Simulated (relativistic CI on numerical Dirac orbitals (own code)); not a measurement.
**Calculated levels, Bi⁶⁹⁺**

These numbers are calculated, not measured: Dirac-Coulomb-Breit CI, orbitals from a KLI potential per configuration, a model potential for QED, unscaled Slater integrals (own radial code, finite nucleus).

Configurations in the expansion (outside the closed core [Ne]): 3s²3p², 3s²3p3d, 3s3p³, 3s²3d², 3p⁴, 3s3p²3d, 3p²3d², 3s3p3d², 3p³3d, 3s²3d4s, 3s²3d4p, 3s²3p4s, 3s3p3d4s, 3p³4s, 3s3p3d4p, 3p³4p. Levels of other configurations are missing.

The lowest level is 3s²3p² ³P0, with 68 % of that term; Hund's rules for 3s²3p² give ³P with J = 0, in agreement.

| No. | Configuration | Term | J | E (eV) | % | Next component (%) | Landé g | Lifetime (s) |
| --- | --- | --- | --- | --- | --- | --- | --- | --- |
| 1 | 3s²3p² | ³P | 0 | 0.00 | 68 | 32 ¹S |  |  |
| 2 | 3s²3p² | ³P | 1 | 612.83 | 100 |  | 1.485 | 7.12e-10 |
| 3 | 3s²3p² | ¹D | 2 | 623.51 | 65 | 34 ³P | 1.154 | 2.40e-08 |
| 4 | 3s3p³ | ³P° | 2 | 817.55 | 47 | 25 ⁵S° | 1.502 | 2.54e-11 |
| 5 | 3s3p³ | ³D° | 1 | 848.04 | 25 | 24 ¹P° | 1.045 | 5.63e-13 |
| 6 | 3s²3p3d | ³F° | 2 | 867.44 | 74 | 19 ¹D° | 0.750 | 6.88e-11 |
| 7 | 3s²3p3d | ³D° | 1 | 922.31 | 41 | 24 ¹P° | 0.888 | 7.79e-14 |
| 8 | 3s²3p3d | ³P° | 2 | 1029.09 | 46 | 34 ³D° | 1.277 | 1.69e-12 |
| 9 | 3s²3p3d | ³F° | 3 | 1031.11 | 49 | 28 ¹F° | 1.097 | 2.40e-12 |
| 10 | 3s3p²3d | ³D | 1 | 1077.68 | 46 | 36 ⁵F | 0.452 | 1.25e-11 |
| 11 | 3s3p²3d | ³D | 2 | 1086.54 | 30 | 16 ⁵F | 1.110 | 1.29e-11 |
| 12 | 3s3p²3d | ³D | 3 | 1234.10 | 37 | 18 ⁵D | 1.333 | 2.20e-12 |
| 13 | 3s²3p² | ³P | 2 | 1244.90 | 63 | 33 ¹D | 1.304 | 8.40e-11 |
| 14 | 3s3p²3d | ³F | 2 | 1250.80 | 26 | 25 ³D | 1.035 | 2.03e-12 |
| 15 | 3s²3p² | ¹S | 0 | 1268.73 | 67 | 31 ³P |  | 1.86e-10 |
| 16 | 3s3p³ | ³D° | 2 | 1418.17 | 49 | 45 ⁵S° | 1.524 | 7.18e-13 |
| 17 | 3s3p³ | ³D° | 3 | 1440.81 | 95 | 3 3s²3p3d ³F° | 1.306 | 1.03e-12 |
| 18 | 3s3p³ | ³P° | 0 | 1452.75 | 83 | 16 3s²3p3d ³P° |  | 5.94e-13 |
| 19 | 3s3p³ | ¹D° | 2 | 1469.37 | 52 | 15 3s²3p3d ³D° | 1.086 | 2.93e-13 |
| 20 | 3s3p³ | ³P° | 1 | 1470.97 | 30 | 19 ³D° | 1.259 | 3.62e-13 |
| 21 | 3s3p³ | ³S° | 1 | 1485.49 | 30 | 30 ³P° | 1.328 | 1.12e-13 |
| 22 | 3s²3p3d | ³F° | 3 | 1524.31 | 47 | 38 ¹F° | 1.071 | 1.71e-13 |
| 23 | 3s²3p3d | ³P° | 1 | 1532.70 | 43 | 31 ³D° | 1.116 | 9.03e-14 |
| 24 | 3s²3p3d | ³D° | 2 | 1533.19 | 36 | 23 3s3p³ ¹D° | 1.054 | 7.21e-14 |
| 25 | 3s²3p3d | ³P° | 0 | 1533.58 | 83 | 16 3s3p³ ³P° |  | 1.11e-13 |
| 26 | 3s²3p3d | ³F° | 4 | 1634.16 | 99 |  | 1.233 | 3.66e-10 |
| 27 | 3s²3p3d | ³P° | 2 | 1646.38 | 43 | 43 ¹D° | 1.215 | 2.64e-12 |
| 28 | 3s3p²3d | ⁵F | 2 | 1656.78 | 30 | 19 ³F | 1.131 | 1.76e-12 |
| 29 | 3s3p²3d | ⁵D | 0 | 1663.18 | 76 | 16 ³P |  | 8.32e-12 |
| 30 | 3s3p²3d | ⁵D | 1 | 1666.21 | 50 | 23 ⁵F | 1.113 | 5.83e-12 |
| 31 | 3s²3p3d | ³D° | 3 | 1671.28 | 64 | 33 ¹F° | 1.204 | 9.60e-13 |
| 32 | 3s3p²3d | ⁵F | 3 | 1673.22 | 42 | 36 ³F | 1.118 | 5.28e-12 |
| 33 | 3p⁴ | ³P | 2 | 1683.78 | 35 | 18 ¹D | 1.212 | 3.26e-13 |
| 34 | 3s²3p3d | ¹P° | 1 | 1683.83 | 62 | 26 ³P° | 1.070 | 1.33e-12 |
| 35 | 3s3p²3d | ³G | 4 | 1693.85 | 32 | 28 ³F | 1.141 | 1.88e-11 |
| 36 | 3p⁴ | ¹S | 0 | 1700.48 | 44 | 24 ³P |  | 2.76e-13 |
| 37 | 3s3p²3d | ³F | 2 | 1709.48 | 54 | 12 ³P | 0.905 | 2.95e-13 |
| 38 | 3s3p²3d | ³D | 3 | 1718.69 | 33 | 18 ¹F | 1.223 | 1.60e-13 |
| 39 | 3s3p²3d | ³P | 1 | 1724.15 | 28 | 25 ⁵P | 1.611 | 1.48e-13 |
| 40 | 3s3p²3d | ³D | 2 | 1728.62 | 27 | 18 ⁵P | 1.339 | 1.01e-13 |
| 41 | 3s3p²3d | ³G | 3 | 1728.90 | 41 | 23 ³F | 0.963 | 1.44e-13 |
| 42 | 3s3p²3d | ³D | 1 | 1730.23 | 46 | 16 ¹P | 0.840 | 1.25e-13 |
| 43 | 3s3p²3d | ³F | 2 | 1760.99 | 28 | 15 3s²3d² ³F | 0.960 | 7.91e-14 |
| 44 | 3s3p²3d | ³D | 1 | 1762.19 | 42 | 23 ³P | 0.972 | 7.18e-14 |
| 45 | 3s3p²3d | ³P | 0 | 1765.82 | 46 | 20 3s²3d² ³P |  | 9.44e-14 |
| 46 | 3s3p²3d | ⁵D | 4 | 1800.89 | 46 | 35 ⁵F | 1.376 | 3.63e-11 |
| 47 | 3s²3d² | ³F | 2 | 1811.91 | 44 | 17 ¹D | 0.842 | 5.42e-14 |
| 48 | 3s3p²3d | ³P | 2 | 1826.10 | 33 | 17 ⁵D | 1.349 | 7.99e-13 |
| 49 | 3s3p²3d | ³G | 5 | 1828.46 | 62 | 38 ⁵F | 1.258 | 3.32e-11 |
| 50 | 3s3p²3d | ³F | 3 | 1837.39 | 41 | 27 ⁵P | 1.285 | 1.24e-12 |
| 51 | 3s²3d² | ³P | 0 | 1842.61 | 45 | 26 3s3p²3d ³P |  | 4.76e-14 |
| 52 | 3s3p²3d | ³D | 3 | 1850.00 | 63 | 11 ¹F | 1.284 | 7.94e-13 |
| 53 | 3s3p²3d | ³P | 1 | 1851.10 | 36 | 30 ³D | 1.157 | 1.07e-12 |
| 54 | 3s3p²3d | ³F | 4 | 1854.05 | 42 | 34 ¹G | 1.166 | 1.38e-12 |
| 55 | 3s3p²3d | ¹D | 2 | 1858.54 | 34 | 21 ³P | 1.108 | 4.20e-13 |
| 56 | 3s3p²3d | ³D | 3 | 1866.81 | 39 | 23 ³F | 1.184 | 2.07e-13 |
| 57 | 3s3p²3d | ³F | 4 | 1870.58 | 50 | 28 ³G | 1.146 | 3.20e-13 |
| 58 | 3s3p²3d | ³D | 1 | 1873.22 | 36 | 27 ¹P | 0.971 | 4.61e-13 |
| 59 | 3s3p²3d | ³S | 1 | 1887.79 | 26 | 22 ¹P | 1.289 | 5.89e-13 |
| 60 | 3s3p²3d | ¹F | 3 | 1889.48 | 36 | 29 ³F | 1.093 | 2.11e-13 |
| 61 | 3s3p²3d | ³D | 2 | 1889.66 | 23 | 21 ³P | 1.168 | 4.04e-13 |
| 62 | 3s3p²3d | ³P | 0 | 1891.31 | 47 | 41 ¹S |  | 4.32e-13 |
| 63 | 3s3p²3d | ³D | 2 | 1900.57 | 34 | 30 ³P | 1.166 | 1.24e-13 |
| 64 | 3p³3d | ³D° | 2 | 1913.07 | 18 | 17 ³F° | 0.866 | 1.82e-12 |
| 65 | 3p³3d | ³P° | 0 | 1930.40 | 50 | 19 ⁵D° |  | 6.78e-13 |
| 66 | 3s²3d² | ³F | 3 | 1936.51 | 73 | 10 3s3p²3d ³F | 1.072 | 8.88e-14 |
| 67 | 3p³3d | ³F° | 3 | 1937.56 | 21 | 17 ³G° | 1.036 | 4.78e-13 |
| 68 | 3p³3d | ³D° | 1 | 1938.80 | 31 | 24 ³P° | 1.056 | 3.91e-13 |
| 69 | 3s3p3d² | ⁵G° | 2 | 1940.67 | 40 | 23 ³F° | 0.665 | 3.33e-13 |
| 70 | 3s²3d² | ¹G | 4 | 1948.25 | 62 | 23 ³F | 1.061 | 1.11e-13 |

Energies count from the lowest computed level; ° marks odd parity; lifetimes are radiative, by E1, M1, E2, M2 decay to levels of this space only.

The mean weight of the leading LS term, summed over parents, in these 70 levels is 47 %, and that of the leading jj configuration (from the same eigenvectors) 88 %, so jj coupling describes them better and the LS labels are nominal.

At this charge energies of transitions that change n are usually good to better than 1 %, and those within a shell (Δn = 0) to a few per cent.

LS names give the leading component of a level, which can be under half, so a name can repeat, a term be missing and a line seem to break the LS rules.
